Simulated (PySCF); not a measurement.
Compound: C6H9NO.
Z-matrix (Å and degrees, PBE0-D3(BJ)/def2-SVP geometry), rows numbered from 1:
```
C 
C   1  1.3290
C   2  1.5120  1  133.84
C   3  1.5483  2   87.55  1   157.56
N   4  1.4311  3  118.95  2   138.62
C   5  1.3590  4  123.37  3   129.33
O   6  1.2081  5  125.59  4    -0.38
C   2  1.5121  1  134.07  3   170.78
H   1  1.0935  2  121.03  3  -175.27
H   1  1.0936  2  121.36  3     4.52
H   3  1.1047  2  111.61  1   -90.59
H   3  1.1005  2  118.71  1    36.59
H   4  1.0984  3  111.39  2   -96.97
H   5  1.0127  4  118.76  3   -51.27
H   6  1.1173  5  111.75  4   179.80
H   8  1.1045  2  111.70  1    90.65
H   8  1.1004  2  118.66  1   -36.70
```

Linear response at CAM-B3LYP/def2-SVPD (PySCF, frozen core in the response, non-relativistic).

Static isotropic polarisability: 83.82 au (12.42 Å³), principal values 68.6, 70.8, 112.1 au.

Task: What is the polarisability at 1064 nm and at the sodium D line?

Result: 84.62 au at 1064 nm (+1.0 %), 86.54 au at 589.3 nm (+3.2 %). The rise at 589.3 nm is 3.40 times that at 1064 nm; a pure ω² law gives 3.26. The lowest singlet lies at 216 nm, shorter than both wavelengths.

Task: What is the isotropic C6 coefficient between two such molecules, C6 = (3/π)∫α(iω)² dω?

Result: 2872 au (Eh·bohr⁶) by a ten-point quadrature over imaginary frequencies, which is 1720 eV·Å⁶ or 166 J·nm⁶/mol.

Task: Which effective excitation energy ω̄ makes London's formula C6 = (3/4)α²ω̄ exact here?

Result: ω̄ = 4·C6/(3α²) = 0.545 Eh = 14.8 eV. A one-pole form α(ω) = α/(1 − ω²/ω̄²) fitted to the 1064 nm value gives 12.0 eV.

Task: The lowest 6 singlets have (eV, f): 5.73, 0.001; 6.71, 0.005; 6.88, 0.447; 7.00, 0.070; 7.14, 0.085; 7.25, 0.002. What share of the static polarisability do they carry in the sum over states α = Σ f/ω²?

Result: 9.41 au, 11.2 % of α; the largest term, 6.99 au, is that of the state at 6.88 eV. Their oscillator strengths add up to 0.61. Higher states carry the rest.

Task: What three-body coefficient follows from the one-pole estimate C9 = (3/4)·α·C6?

Result: 181000 au. This is an estimate from the two numbers above, not a computed integral.

Task: How anisotropic is the static polarisability, by Δα² = ½[(α1 − α2)² + (α2 − α3)² + (α3 − α1)²]?

Result: Δα = 42.4 au, or 0.51 of the isotropic value.

Task: What molar refraction at the D line follows from R = (4π/3)·N_A·α′, with α′ the polarisability volume?

Result: α′ = 12.82 Å³ gives R = 32.35 cm³/mol, for isolated, non-vibrating species.

Task: What n − 1 at the D line would an ideal gas of it have at 273.15 K and 1 atm (2.6868 × 10¹⁹ cm⁻³), by n − 1 = 2π·N·α′?

Result: 21.65 × 10⁻⁴, a formal value whether or not that pressure can be reached.

One conformer stands for the species.
